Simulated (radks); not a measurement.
Values are calculated unless marked as measured or tabulated.
Ionisation of neutral oxygen, [He] 2s2 2p4, to [He] 2s2 2p3 as the strength of local exchange is varied. Level of theory: non-relativistic Kohn-Sham, Slater X-alpha exchange (alpha = 2/3 is LDA exchange), no correlation, spin-polarised, spherical densities, point nucleus; open shells are filled with parallel spins first (a radial shooting solver on a logarithmic mesh with Libxc functionals).

| alpha | E(O) (hartree) | exchange (hartree) | IE (eV) | -e of the level emptied (eV) | <r> of it (bohr) |
|---|---|---|---|---|---|
| 0.63 | -73.59265 | -6.84315 | 11.497 | 5.367 (2p) | 1.393 |
| 0.667 | -73.99553 | -7.28036 | 11.870 | 5.708 (2p) | 1.378 |
| 0.697 | -74.32363 | -7.63767 | 12.178 | 5.992 (2p) | 1.367 |
| 0.839 | -75.89400 | -9.36303 | 13.704 | 7.424 (2p) | 1.315 |
| 0.984 | -77.52702 | -11.18260 | 15.375 | 9.029 (2p) | 1.267 |
| 0.992 | -77.61798 | -11.28468 | 15.470 | 9.122 (2p) | 1.265 |
| 1.006 | -77.77738 | -11.46375 | 15.638 | 9.285 (2p) | 1.261 |

NIST Atomic Spectra Database: 13.618 eV (measured). The Delta-SCF value meets it near alpha = 0.83. Open shells are spherical and high-spin; term and fine-structure splittings are not resolved.
